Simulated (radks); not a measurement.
Values are calculated unless marked as measured or tabulated.
Q: The mean radii <r> (bohr) of the occupied orbitals of an atom or ion are listed with their occupations. Code: a radial shooting solver on a logarithmic mesh with Libxc functionals. Model: Dirac Kohn-Sham, PBE, spin-unpolarised, spherical densities, finite nucleus; Fermi nuclear charge, rms radius of each element as measured or else 0.836 A^(1/3) + 0.57 fm.

| orbital | occ. | <r> |
|---|---|---|
| 1s1/2 | 2 | 0.02666 |
| 2s1/2 | 2 | 0.1142 |
| 2p1/2 | 2 | 0.09620 |
| 2p3/2 | 4 | 0.1020 |
| 3s1/2 | 2 | 0.3061 |
| 3p1/2 | 2 | 0.2962 |
| 3p3/2 | 4 | 0.3078 |
| 3d3/2 | 4 | 0.2787 |
| 3d5/2 | 6 | 0.2824 |
| 4s1/2 | 2 | 0.7166 |
| 4p1/2 | 2 | 0.7456 |
| 4p3/2 | 4 | 0.7733 |
| 4d3/2 | 4 | 0.8686 |
| 4d5/2 | 6 | 0.8793 |
| 5s1/2 | 2 | 1.788 |
| 5p1/2 | 2 | 2.040 |
| 5p3/2 | 2 | 2.119 |

Name the element and its charge. Open shells, if any, fill j = l - 1/2 first.

A: Z = 54, xenon, charge +2: Xe2+ in [Kr] 4d10 5s2 5p4. The 1s radius gives Z: for a bare nucleus <r> = (2 gamma + 1)/(2Z) with gamma = sqrt(1 - (Z/c)^2), 0.02628 bohr for Z = 54, and screening makes it slightly larger (0.02666 here). The occupations add up to 52, and the charge is Z minus that.
